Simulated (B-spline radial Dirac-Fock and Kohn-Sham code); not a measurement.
# Magnetic form factor of the 4f shell of Ta²²⁺

System: Ta²²⁺ in the configuration [Kr] 4d10 4f5.

The computed values come from an atomic code on a B-spline grid: Dirac-Fock orbitals of the configuration average with a finite nucleus. ⟨j_K⟩ is the integral of the 4f radial density with the spherical Bessel function j_K(4πsr), s = sin θ/λ.

Hund's rules give S = 5/2, L = 5, J = 5/2 for 4f5, so g = 0.286, and the dipole approximation is F = ⟨j0⟩ + C₂⟨j2⟩ with C₂ = (2 − g)/g = 6.000.

```tsv
s (Å⁻¹)	⟨j0⟩	⟨j2⟩	⟨j4⟩	⟨j6⟩	F (dipole)
0	1.0000	0.0000	0.0000	0.0000	1.0000
0.03	0.9982	0.0007	0.0000	0.0000	1.0025
0.04	0.9968	0.0013	0.0000	0.0000	1.0044
0.05	0.9951	0.0020	0.0000	0.0000	1.0069
0.07	0.9904	0.0038	0.0000	0.0000	1.0134
0.09	0.9841	0.0063	0.0000	0.0000	1.0221
0.12	0.9720	0.0112	0.0001	0.0000	1.0389
0.15	0.9565	0.0172	0.0001	0.0000	1.0599
0.2	0.9240	0.0299	0.0004	0.0000	1.1033
0.26	0.8750	0.0486	0.0010	0.0000	1.1664
0.34	0.7959	0.0777	0.0029	0.0001	1.2619
0.44	0.6822	0.1169	0.0072	0.0003	1.3833
0.57	0.5255	0.1646	0.0172	0.0012	1.5128
0.73	0.3448	0.2067	0.0358	0.0039	1.5848
0.95	0.1541	0.2244	0.0669	0.0123	1.5002
1.23	0.0200	0.1933	0.0997	0.0297	1.1798
1.6	-0.0331	0.1209	0.1126	0.0542	0.6925
```

Radial moments of the shell: ⟨r²⟩ = 0.2681, ⟨r⁴⟩ = 0.1212, ⟨r⁶⟩ = 0.08342 in powers of bohr.
